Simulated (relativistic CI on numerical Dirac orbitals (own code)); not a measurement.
Transition arrays of Eu20+

Computed by Dirac-Coulomb-Breit CI, orbitals from a KLI potential per configuration, a model potential for QED, valence Slater integrals scaled by 0.9, whole transition arrays (own radial code, finite nucleus).

Configurations in the expansion (outside the closed core [Ar] 3d10 4s2): 4p⁶4d⁷, 4p⁶4d⁶4f, 4p⁵4d⁸, 4p⁶4d⁶5p, 4p⁶4d⁶5f. Levels of other configurations are missing.

All E1 lines from the levels of 4p⁶4d⁷; mean and standard deviation are weighted by gf, and upper levels are sorted by their leading configuration.

| Upper configuration | Lines | Σgf | Mean (eV) | Mean (nm) | σ (eV) | Strongest line (nm) |
| --- | --- | --- | --- | --- | --- | --- |
| 4p⁶4d⁶4f | 3015 | 844.3 | 175.48 | 7.065 | 5.32 | 7.018 |
| 4p⁵4d⁸ | 276 | 32.7 | 169.44 | 7.317 | 23.29 | 6.843 |
| 4p⁶4d⁶5p | 1718 | 83.3 | 238.02 | 5.209 | 4.11 | 5.213 |
| 4p⁶4d⁶5f | 2825 | 107.0 | 348.47 | 3.558 | 4.14 | 3.508 |

Σgf per state of the lower configuration in bins of 0.1 nm over the central range (centre: value): 3.55: 0.68, 3.65: 0.15, 5.05: 0.04, 5.15: 0.23, 5.25: 0.32, 5.35: 0.07, 6.65: 0.11, 6.75: 0.19, 6.85: 0.71, 6.95: 0.65, 7.05: 3.62, 7.15: 1.53, 7.25: 0.17, 7.35: 0.07.

Task: How do configuration mixing and the scaling of the Slater integrals move the arrays?

Result: Slater scale 0.9, no configuration mixing: 4p⁶4d⁶4f 170.1 ± 6.6 eV (Σgf 644.1), 4p⁵4d⁸ 149.4 ± 15.2 eV (Σgf 166.4), 4p⁶4d⁶5p 238.2 ± 4.1 eV (Σgf 98.3), 4p⁶4d⁶5f 348.4 ± 4.1 eV (Σgf 119.1); Slater scale 1: 4p⁶4d⁶4f 178.8 ± 5.2 eV (Σgf 862.2), 4p⁵4d⁸ 172.7 ± 24.3 eV (Σgf 33.2), 4p⁶4d⁶5p 238.1 ± 4.4 eV (Σgf 81.1), 4p⁶4d⁶5f 348.6 ± 4.4 eV (Σgf 106.7); Slater scale 0.8: 4p⁶4d⁶4f 172.1 ± 5.2 eV (Σgf 805.5), 4p⁵4d⁸ 169.6 ± 18.8 eV (Σgf 53.4), 4p⁶4d⁶5p 238.0 ± 3.9 eV (Σgf 85.4), 4p⁶4d⁶5f 348.4 ± 3.9 eV (Σgf 107.2). With mixing, levels are counted to their leading configuration, so an array can shrink or vanish into another, and the sums then hold other lines.
